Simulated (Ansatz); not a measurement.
The cluster Na₂Pb₃⁺. Charge 1, multiplicity 2. Geometry PBE0-D4/def2-SVP.

```tsv
atom	x (Å)	y (Å)	z (Å)
Na1	1.5147	1.9362	-1.2837
Na2	-1.3223	-1.6173	1.8240
Pb3	-0.4212	-0.6981	-1.1830
Pb4	-1.6852	1.5068	0.1847
Pb5	1.9139	-1.1275	0.4580
```

In the def2 sets Pb takes a core potential; there is no spin–orbit coupling. At r2SCAN-D4/def2-TZVP, r2SCAN0-D4/def2-TZVP the charge 1 doublet is spin-contaminated (final ⟨S²⟩ up to 0.95, 0.75 for a pure state). Another isomer (doublet) lies 0.44 eV lower at PBE0-D4/def2-TZVP; other spin states weren't run for this one.

(1) Estimate the α-spin orbital energies around the gap (eV) in Ansatz with PBE-D4/def2-SVP, PBE-D4/def2-TZVP, BLYP-D4/def2-TZVP, r2SCAN-D4/def2-TZVP, r2SCAN0-D4/def2-TZVP.

## Answers

(1) 
```csv
orbital,PBE-D4/def2-SVP,PBE-D4/def2-TZVP,BLYP-D4/def2-TZVP,r2SCAN-D4/def2-TZVP,r2SCAN0-D4/def2-TZVP
HOMO−13,-24.04,-23.99,-23.83,-24.61,-26.73
HOMO−12,-24.04,-23.99,-23.83,-24.61,-26.73
HOMO−11,-23.68,-23.59,-23.47,-24.14,-26.18
HOMO−10,-23.65,-23.57,-23.45,-24.12,-26.16
HOMO−9,-23.59,-23.51,-23.39,-24.06,-26.11
HOMO−8,-23.53,-23.45,-23.33,-24.01,-26.05
HOMO−7,-23.47,-23.39,-23.27,-23.96,-26.01
HOMO−6,-16.56,-16.47,-16.32,-16.84,-18.22
HOMO−5,-15.24,-15.18,-15.02,-15.57,-16.84
HOMO−4,-13.58,-13.54,-13.43,-13.67,-14.62
HOMO−3,-8.60,-8.55,-8.36,-8.66,-9.40
HOMO−2,-8.09,-8.04,-7.87,-8.07,-8.63
HOMO−1,-7.94,-7.89,-7.71,-7.94,-8.55
HOMO,-7.21,-7.19,-6.99,-7.48,-8.18
LUMO,-6.56,-6.53,-6.41,-6.44,-5.94
LUMO+1,-6.18,-6.15,-6.04,-6.09,-5.61
LUMO+2,-5.77,-5.76,-5.66,-5.54,-4.98
LUMO+3,-5.44,-5.47,-5.44,-4.84,-4.47
LUMO+4,-4.54,-4.59,-4.61,-3.86,-3.54
LUMO+5,-3.55,-3.62,-3.57,-3.18,-2.77
β HOMO,-7.85,-7.80,-7.65,-7.91,-8.54
β LUMO,-6.58,-6.55,-6.50,-6.24,-5.72
```
